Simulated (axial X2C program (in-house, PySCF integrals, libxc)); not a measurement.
## Spin–orbit effects along a row: molecules with H (ions), MP2

Calculated with an in-house all-electron X2C program for linear molecules (integrals from PySCF), spin-free (one-electron X2C) or two-component (2c: spin–orbit coupling with atomic mean-field Coulomb and Gaunt terms, which also bring small scalar terms), in Dyall basis sets with cores contracted in-house; open shells are unrestricted.

Basis sets: B dyall-v3z, Be dyall-cv3z, C dyall-v3z, F dyall-av3z, H dyall-v3z, Li dyall-cv3z, O dyall-av3z. Frozen shells (counts by l): LiH⁺ Li 1s, H none, 1 electrons correlated; BeH⁺ Be 1s, H none, 2 electrons correlated; BH⁺ B 1s, H none, 3 electrons correlated; CH⁺ C 1s, H none, 4 electrons correlated; OH⁺ O 1s, H none, 6 electrons correlated; HF⁺ F 1s, H none, 7 electrons correlated. Where the outer core of a metal is frozen, bonds come out longer and ionisation energies lower. Frozen cores can differ along the series, which adds to the trend.

```csv
molecule,spin-free state,Re (Å),ωe (cm⁻¹),De (eV),2c state,Re 2c (Å),ωe 2c (cm⁻¹),De 2c (eV)
LiH⁺,"M_S = 1/2, Λ = 0",2.219,422.4,0.13,Ω = 1/2,2.219,422.4,0.13
BeH⁺,"M_S = 0, Λ = 0",1.309,2269.7,2.90,Ω = 0,1.309,2269.6,2.90
BH⁺,"M_S = 1/2, Λ = 0",1.193,2659.1,2.35,Ω = 1/2,1.193,2659.0,2.35
CH⁺,"M_S = 0, Λ = 0",1.125,2939.4,3.99,Ω = 0,1.125,2939.3,3.99
OH⁺,"M_S = 1, Λ = 0",1.025,3192.5,4.90,Ω = 1,1.025,3192.6,4.90
HF⁺,"M_S = 1/2, Λ = 1",1.003,3105.5,3.59,Ω = 3/2,1.003,3106.1,3.60
```

(1) Work out the shifts from the spin-free to the two-component result.

Fragments in 2c: Li+ + H, Be+ + H, B+ + H, C+ + H, O+ + H, F + H+. Each entry is the lowest single determinant of a limited PBE0 search at one distance. De goes to single-determinant-based atoms at the same level (for ions the charge split of lowest energy) and is withheld (n/a) where an atom does not fit its ground term or J level. Main or longest-lived isotopes. One determinant is a doubtful description, or other states lie close, for OH⁺; these need not be ground states, and all values refer to the states named. Some open-shell Ω = 0 determinants are out of reach, so the Ω given for OH⁺ need not be the lowest component. With several unpaired electrons the Ω given is that of one determinant, not necessarily of the lowest component.

## Answers

(1) 

```csv
molecule,2c state,ΔRe (Å),Δωe (cm⁻¹),ΔDe (eV)
LiH⁺,Ω = 1/2,0.000,0.0,0.00
BeH⁺,Ω = 0,0.000,-0.1,0.00
BH⁺,Ω = 1/2,0.000,-0.1,0.00
CH⁺,Ω = 0,0.000,-0.1,0.00
OH⁺,Ω = 1,0.000,0.1,0.00
HF⁺,Ω = 3/2,0.000,0.6,0.01
```

Shifts of one unit in the last digit are rounding.
